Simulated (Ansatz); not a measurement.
`C[SiH2][SiH2]O`, charge 0, multiplicity 1.

(1) Give a relaxed structure at PBE0-D4/def2-TZVP (Ansatz 0.2.0). (Best estimate.)

Answers

(1) Ansatz gave: 
```xyz
12

C    -1.042    1.589    0.150
Si   -0.952   -0.286    0.175
Si    1.115   -1.078   -0.606
O     2.377   -0.550    0.331
H    -0.942    1.965   -0.870
H    -0.237    2.020    0.749
H    -1.995    1.940    0.553
H    -2.040   -0.873   -0.660
H    -1.152   -0.784    1.570
H     1.087   -2.570   -0.676
H     1.403   -0.555   -1.967
H     2.378   -0.819    1.251
```
This is one stationary point; other conformers may exist.
